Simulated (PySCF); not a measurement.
A run for PySCF: R-HF/STO-3G on H6N2 (a complex).

```python
from pyscf import gto, scf, dft, mp
from pyscf.data.elements import chemcore

mol = gto.M(
    atom='''
    N    -0.20289106   -0.03619853    0.25073189
    H     0.01978596    0.13166488    1.23082627
    H     0.61315511   -0.45501647   -0.18129993
    H    -0.33970917    0.86601874   -0.19108999
    N    -0.08041426    0.07487242    3.46588478
    H    -0.90296206   -0.51534139    3.40895810
    H     0.61923088   -0.42665791    4.00085435
    H    -0.33352035    0.90198183    3.99415276
    ''',
    basis='sto-3g',
    charge=0, spin=0, verbose=3, max_memory=1800)
mf = scf.RHF(mol)
mf.conv_tol = 1e-8
mf.max_cycle = 100
mf.kernel()
if not mf.converged:
    mf = mf.newton().run(mf.mo_coeff, mf.mo_occ)
```

Program output:

```
converged SCF energy = -110.913002805045
```

The run converged.

Cost: roughly 0.06 core-seconds.
